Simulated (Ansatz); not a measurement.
```yaml
crystal:
  periodic: [false, false, false]
  atoms:
    - {symbol: Pb, position_ang: [-0.204687, 1.674893, 0.553596]}
    - {symbol: Pb, position_ang: [1.327796, -1.264480, 1.221229]}
    - {symbol: S, position_ang: [-0.748055, -0.923550, -2.269832]}
    - {symbol: S, position_ang: [-1.195114, -0.547209, 1.649820]}
    - {symbol: S, position_ang: [-2.355578, -0.035826, -1.440242]}
    - {symbol: S, position_ang: [2.171361, 1.183068, 1.696606]}
    - {symbol: S, position_ang: [1.004276, -0.086886, -1.411176]}
basis:
  gaussian: {orbitals: def2-TZVPD, initial_orbitals: start.molden}
total_charge: -1
magnetization: {spin_polarized: true, initial_magnetization: 1}
hamiltonian: {xc: pbe0, dispersion: d4}
scf: {omitted_lower_state_checks: [starts]}
output: {orbitals: {seedname: orbitals}}
```

The file start.molden holds the orbitals of an earlier run on this structure, at another level or in another basis.

```sh
$ ansatz run in.yaml --threads 4 --pin off --events-out ev --progress --plain --max-ram 4787MiB
```

Question: Does this run fit into the memory that it is given?

Answer: No. It has 342 basis functions, and Ansatz plans for 5.09 GiB where 4.67 GiB are given.
